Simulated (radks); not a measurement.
Results of a calculation; reference values are marked as such.
Orbital eigenvalues (eV) of the promethium ion Pm3+, [Xe] 4f4, at several levels of relativity; Dirac values are averaged over j with weights 2j + 1. Spin-unpolarised spherical Kohn-Sham, PBE, point nucleus unless stated (finite: rms radius 4.962 fm), a radial shooting solver on a logarithmic mesh with Libxc functionals. A level marked "c x" has the speed of light scaled by that factor and shares open shells by 2j + 1; other Dirac levels either fill j = l - 1/2 first or share by 2j + 1.

2p: non-rel. -6386.4; Dirac, 2j+1 shares -6579.3; Dirac, 2j+1 shares, finite nucleus -6579.3; Dirac, c x 10 -6388.2; change of magnitude, last against first (%) +0.03
3s: non-rel. -1488.0; Dirac, 2j+1 shares -1625.8; Dirac, 2j+1 shares, finite nucleus -1625.6; Dirac, c x 10 -1489.2; change of magnitude, last against first (%) +0.08
3p: non-rel. -1337.2; Dirac, 2j+1 shares -1384.4; Dirac, 2j+1 shares, finite nucleus -1384.4; Dirac, c x 10 -1337.7; change of magnitude, last against first (%) +0.03
3d: non-rel. -1056.5; Dirac, 2j+1 shares -1043.4; Dirac, 2j+1 shares, finite nucleus -1043.4; Dirac, c x 10 -1056.4; change of magnitude, last against first (%) -0.01
4s: non-rel. -316.35; Dirac, 2j+1 shares -348.20; Dirac, 2j+1 shares, finite nucleus -348.16; Dirac, c x 10 -316.63; change of magnitude, last against first (%) +0.09
4p: non-rel. -258.67; Dirac, 2j+1 shares -268.42; Dirac, 2j+1 shares, finite nucleus -268.42; Dirac, c x 10 -258.76; change of magnitude, last against first (%) +0.03
4d: non-rel. -156.65; Dirac, 2j+1 shares -153.37; Dirac, 2j+1 shares, finite nucleus -153.38; Dirac, c x 10 -156.62; change of magnitude, last against first (%) -0.02
5s: non-rel. -64.192; Dirac, 2j+1 shares -69.189; Dirac, 2j+1 shares, finite nucleus -69.182; Dirac, c x 10 -64.236; change of magnitude, last against first (%) +0.07
5p: non-rel. -48.223; Dirac, 2j+1 shares -49.134; Dirac, 2j+1 shares, finite nucleus -49.135; Dirac, c x 10 -48.230; change of magnitude, last against first (%) +0.02
4f: non-rel. -35.377; Dirac, 2j+1 shares -31.623; Dirac, 2j+1 shares, finite nucleus -31.624; Dirac, c x 10 -35.339; change of magnitude, last against first (%) -0.11
5d (empty): non-rel. -24.932; Dirac, 2j+1 shares -24.279; Dirac, 2j+1 shares, finite nucleus -24.280; Dirac, c x 10 -24.926; change of magnitude, last against first (%) -0.03
6s (empty): non-rel. -20.660; Dirac, 2j+1 shares -21.630; Dirac, 2j+1 shares, finite nucleus -21.628; Dirac, c x 10 -20.668; change of magnitude, last against first (%) +0.04
